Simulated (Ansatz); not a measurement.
System: CHNO, charge -1, multiplicity 2. 
Geometry from a B3LYP-D3(BJ)/def2-TZVP (Ansatz, an electronic-structure program) optimisation:
```
C
O 1 1.2325
N 1 1.3089 2 132.96
H 3 1.0174 1 108.42 2 -180.00
```
Charge -1, spin multiplicity 2.

Basis-set convergence of Hartree-Fock and CCSD(T) correlation energies (hartree) with Ansatz. Valence correlation only, unless marked. UHF or UKS for open shells. No spin-orbit coupling. Non-relativistic. This anion needs diffuse functions, which these sets lack.

| basis | functions | E(HF) | E(corr, CCSD(T)) |
|---|---|---|---|
| cc-pVDZ | 47 | -167.71506 | -0.48980 |
| cc-pVTZ | 104 | -167.77653 | -0.61624 |
| cc-pVQZ | 195 | [?] | [?] |

Question: Complete the blanks.

Answer: 
- cc-pVQZ, E(HF): -167.79484
- cc-pVQZ, E(corr, CCSD(T)): -0.65919
